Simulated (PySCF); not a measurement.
# Electron correlation in Au²⁺ (gold, charge +2)

Starting occupation: [Xe] 4f14 5d9, 5d3/2 with m_j = -1/2, +1/2, +3/2, 5d5/2 with m_j = -5/2, -3/2, -1/2, +1/2, +3/2, +5/2. All numbers are calculated (PySCF 2.14, X2C-1e with screened-nucleus spin-orbit coupling, Gaussian nucleus, in x2c-TZVPPall-2c (11s11p10d3f1g, 124 functions)). Frozen: [Kr] 4d10 4f14; 17 electrons correlated; the 34 highest virtual spinors left out.

MP2 pair energies summed by pair of shells (mhartree):

```json
{"pair": "5d3/2-5d5/2", "energy": "-117.07", "share (%)": "24.5"}
{"pair": "5d5/2-5d5/2", "energy": "-106.39", "share (%)": "22.3"}
{"pair": "5d5/2-5p3/2", "energy": "-60.03", "share (%)": "12.6"}
{"pair": "5d5/2-5p1/2", "energy": "-33.73", "share (%)": "7.1"}
{"pair": "5d3/2-5p3/2", "energy": "-32.37", "share (%)": "6.8"}
{"pair": "5d3/2-5d3/2", "energy": "-21.47", "share (%)": "4.5"}
{"pair": "5d3/2-5p1/2", "energy": "-19.63", "share (%)": "4.1"}
{"pair": "5p1/2-5p3/2", "energy": "-17.34", "share (%)": "3.6"}
{"pair": "5p3/2-5p3/2", "energy": "-17.18", "share (%)": "3.6"}
{"pair": "5d5/2-5s1/2", "energy": "-16.22", "share (%)": "3.4"}
{"pair": "5p3/2-5s1/2", "energy": "-13.17", "share (%)": "2.8"}
{"pair": "5d3/2-5s1/2", "energy": "-8.59", "share (%)": "1.8"}
{"pair": "5p1/2-5s1/2", "energy": "-6.67", "share (%)": "1.4"}
{"pair": "5p1/2-5p1/2", "energy": "-4.95", "share (%)": "1.0"}
{"pair": "5s1/2-5s1/2", "energy": "-3.12", "share (%)": "0.7"}
```

Total MP2 correlation energy: -477.93 mhartree.

This basis was not built for core-valence correlation, so the inner-shell part is incomplete.
